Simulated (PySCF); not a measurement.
## Spinor energies of Lu⁶⁷⁺ (lutetium, charge +67)

Start: [He] 2s2. Calculated with PySCF 2.14 in an uncontracted even-tempered set (17 s from 13 bohr⁻², ratio 2.6; 13 p from 17 bohr⁻², ratio 2.6; 7 d from 17 bohr⁻², ratio 2.8; 4 f from 320 bohr⁻², ratio 2.8): generalised Hartree-Fock with the X2C-1e Hamiltonian and a Gaussian nucleus; spin-orbit coupling (SO) screened by Boettger's factors.

```tsv
spinor shell	electrons	ε, screened SO (eV)	weight of nominal j (screened SO)	rms radius, screened SO (bohr)
1s1/2	2	-71634.5	1.000	0.0218
2s1/2	2	-17630.9	1.000	0.0845
```

| quantity | screened SO |
| --- | --- |
| E (hartree) | -6687.99620 |
| M_J | 0 |
| ⟨J²⟩ | 0.000 |
| ⟨L²⟩ | 0.000 |
| ⟨S²⟩ | 0.000 |

Breit and QED terms are absent; they matter most for the inner s and p1/2 levels.

Densities and radii are taken from the X2C orbitals without a picture-change correction, which distorts them close to the nucleus.
